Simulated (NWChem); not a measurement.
System: C$_{2}$H$_{4}$FNOSi; SMILES O=C/N=C/[SiH2]F

NWChem input:

```
start job
memory heap 200 mb stack 900 mb global 1100 mb
geometry units angstroms noautosym nocenter noautoz
  O      0.170722     3.382483     0.000000
  C     -0.373075     2.307258     0.000000
  N      0.335530     1.062714     0.000000
  C     -0.412698     0.012324     0.000000
  Si     0.485494    -1.658465     0.000000
  F     -0.638426    -2.852851     0.000000
  H     -1.505332     2.183689     0.000000
  H     -1.536291     0.098784     0.000000
  H      1.312531    -1.767422     1.243961
  H      1.312531    -1.767422    -1.243961
end
basis spherical
  * library def2-svp
end
dft
  xc m06-2x
  iterations 150
end
cosmo
  do_cosmo_smd true
  solvent dmso
end
task dft energy
```

NWChem printed, in part:

```
             Northwest Computational Chemistry Package (NWChem) 7.3.0
             --------------------------------------------------------

                             Geometry "geometry" -> ""
                             -------------------------

 Output coordinates in angstroms (scale by  1.889725989 to convert to a.u.)

  No.       Tag          Charge          X              Y              Z
 ---- ---------------- ---------- -------------- -------------- --------------
    1 O                    8.0000     0.17072200     3.38248300     0.00000000
    2 C                    6.0000    -0.37307500     2.30725800     0.00000000
    3 N                    7.0000     0.33553000     1.06271400     0.00000000
    4 C                    6.0000    -0.41269800     0.01232400     0.00000000
    5 Si                  14.0000     0.48549400    -1.65846500     0.00000000
    6 F                    9.0000    -0.63842600    -2.85285100     0.00000000
    7 H                    1.0000    -1.50533200     2.18368900     0.00000000
    8 H                    1.0000    -1.53629100     0.09878400     0.00000000
    9 H                    1.0000     1.31253100    -1.76742200     1.24396100
   10 H                    1.0000     1.31253100    -1.76742200    -1.24396100

 Effective nuclear repulsion energy (a.u.)     261.8294724084

                                 NWChem DFT Module
                                 -----------------

 Summary of "ao basis" -> "ao basis" (spherical)
 ------------------------------------------------------------------------------
       Tag                 Description            Shells   Functions and Types
 ---------------- ------------------------------  ------  ---------------------
 O                          def2-svp                 6       14   3s2p1d
 C                          def2-svp                 6       14   3s2p1d
 N                          def2-svp                 6       14   3s2p1d
 Si                         def2-svp                 8       18   4s3p1d
 F                          def2-svp                 6       14   3s2p1d
 H                          def2-svp                 3        5   2s1p

 in cosmo_initialize ...
 calling solv_data for solv:dmso

[...]

                                COSMO-SMD solvation results
                                ---------------------------

             internal energy in gas <Psi(g)|H|Psi(g)> =      -597.475524817141
         internal energy in solvent <Psi(s)|H|Psi(s)> =      -597.472858153194
                               delta internal energy  =         0.002666663947 (    1.67 kcal/mol)
   total free energy in solvent <Psi(s)|H+V/2|Psi(s)> =      -597.487531705077
 polarization energy contribution <Psi(s)|V/2|Psi(s)> =        -0.014673551883 (   -9.21 kcal/mol)
    total free energy in solvent including G(SMD-CDS) =      -597.485170708663
                       G(SMD-CDS) energy contribution =         0.002360996413 (    1.48 kcal/mol)
     1 M fixed-concentration free energy of solvation =        -0.009645891522 (   -6.05 kcal/mol)

                       DFT Final Molecular Orbital Analysis
                       ------------------------------------

 Vector   25  Occ=2.000000D+00  E=-3.867730D-01
              MO Center=  4.9D-01,  1.4D-02,  9.5D-10, r^2= 5.2D+00
   Bfn.  Coefficient  Atom+Function         Bfn.  Coefficient  Atom+Function
  ----- ------------  ---------------      ----- ------------  ---------------
    34      0.307131   3 N  pz                6      0.247326   1 O  pz
    48     -0.242763   4 C  pz               99      0.226622   9 H  s
   104     -0.226622  10 H  s                37     -0.224561   3 N  pz
    66      0.186922   5 Si pz                9      0.183209   1 O  pz
    51     -0.169237   4 C  pz              100      0.140701   9 H  s

 Vector   26  Occ=2.000000D+00  E=-3.806337D-01
              MO Center=  7.5D-02,  2.1D+00,  1.5D-09, r^2= 3.3D+00
   Bfn.  Coefficient  Atom+Function         Bfn.  Coefficient  Atom+Function
  ----- ------------  ---------------      ----- ------------  ---------------
     4      0.446172   1 O  px               31     -0.377695   3 N  s
     7      0.307846   1 O  px               46      0.210564   4 C  px
    32      0.208232   3 N  px                5     -0.204338   1 O  py
    30     -0.181980   3 N  s                94     -0.162148   8 H  s
     8     -0.156264   1 O  py               89      0.141251   7 H  s

 Vector   27  Occ=2.000000D+00  E=-3.281938D-01
              MO Center= -3.0D-02,  1.3D+00, -6.0D-12, r^2= 3.4D+00
   Bfn.  Coefficient  Atom+Function         Bfn.  Coefficient  Atom+Function
  ----- ------------  ---------------      ----- ------------  ---------------
    32      0.373477   3 N  px               35     -0.315395   3 N  px
     4     -0.280323   1 O  px               89     -0.218281   7 H  s
     7     -0.211515   1 O  px               94     -0.174111   8 H  s
    90     -0.168817   7 H  s                33     -0.154101   3 N  py
    18      0.147630   2 C  px               36      0.137657   3 N  py

 Vector   28  Occ=0.000000D+00  E=-4.802121D-02
              MO Center= -1.3D-01,  8.6D-01,  3.4D-11, r^2= 3.6D+00
   Bfn.  Coefficient  Atom+Function         Bfn.  Coefficient  Atom+Function
  ----- ------------  ---------------      ----- ------------  ---------------
    51      0.435969   4 C  pz               48      0.401539   4 C  pz
    37     -0.304473   3 N  pz                9      0.279346   1 O  pz
     6      0.269651   1 O  pz               20     -0.265915   2 C  pz
    23     -0.258328   2 C  pz               34      0.254243   3 N  pz
    69      0.233837   5 Si pz              100     -0.220548   9 H  s

[...]
```

Level: M06-2X/def2-SVP, SMD on the gas-phase geometry. All runs use the structure optimised with PBE-D3(BJ)/def2-SVP. Solvent: dimethyl sulfoxide.
